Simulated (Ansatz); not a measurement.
Process, species as SMILES: [GeH3] (GeH3) → [GeH3-] (an electron is taken up)
B3LYP-D3(BJ)/def2-TZVP geometries, fixed; electronic energies without zero-point terms; positive where energy is released.
Largest species:
```xyz
4

Ge    -0.0167    -0.0237    -0.0294
H      0.5517    -0.9452     1.0702
H     -1.1244     0.8871     0.5402
H      1.1063     0.8180    -0.6708
```
Charge 0, spin multiplicity 2.

Basis-set convergence of the adiabatic electron affinity at r2SCAN with Ansatz (an electronic-structure program). All functions are spherical. The program fits the integrals of some runs and decomposes those of others, by size. Open shells are unrestricted. No added dispersion term, no relativity. Functions are those of the species that has most. Reference: the value in aug-cc-pV5Z, 1.460 eV, itself unsure by roughly 0.008 eV (its mean distance from aug-pcseg-3, aug-cc-pVQZ, def2-QZVPPD). Deviations are taken from unrounded values.

```csv
basis,functions,adiabatic electron affinity (eV)
cc-pVDZ,42,1.240
aug-cc-pVDZ,63,1.475
pcseg-1,42,1.369
aug-pcseg-1,63,1.498
def2-SVP,47,1.238
def2-SVPD,62,1.348
def2-TZVP,66,1.326
def2-TZVPD,81,1.405
cc-pVTZ,85,1.385
aug-cc-pVTZ,128,1.463
pcseg-2,85,1.435
aug-pcseg-2,128,1.467
def2-TZVPP,90,1.322
def2-TZVPPD,105,1.397
cc-pVQZ,158,1.427
aug-cc-pVQZ,231,1.456
pcseg-3,167,1.453
aug-pcseg-3,240,1.464
def2-QZVPP,179,1.423
def2-QZVPPD,194,1.443
cc-pV5Z,269,1.443
aug-cc-pV5Z,380,1.460
```

What the diffuse functions change, pair by pair:
- cc-pVDZ to aug-cc-pVDZ: 21 more functions, deviation -0.221 to 0.014 eV
- pcseg-1 to aug-pcseg-1: 21 more functions, deviation -0.091 to 0.037 eV
- def2-SVP to def2-SVPD: 15 more functions, deviation -0.223 to -0.112 eV
- def2-TZVP to def2-TZVPD: 15 more functions, deviation -0.135 to -0.055 eV
- cc-pVTZ to aug-cc-pVTZ: 43 more functions, deviation -0.075 to 0.002 eV
- pcseg-2 to aug-pcseg-2: 43 more functions, deviation -0.025 to 0.006 eV
- def2-TZVPP to def2-TZVPPD: 15 more functions, deviation -0.138 to -0.064 eV
- cc-pVQZ to aug-cc-pVQZ: 73 more functions, deviation -0.034 to -0.004 eV
- pcseg-3 to aug-pcseg-3: 73 more functions, deviation -0.007 to 0.004 eV
- def2-QZVPP to def2-QZVPPD: 15 more functions, deviation -0.038 to -0.017 eV
- cc-pV5Z to aug-cc-pV5Z: 111 more functions, deviation -0.017 to 0.000 eV

Leaving out the reference's own pair, they bring the value nearer the reference by more than 0.008 eV in 9 of 10 pairs.
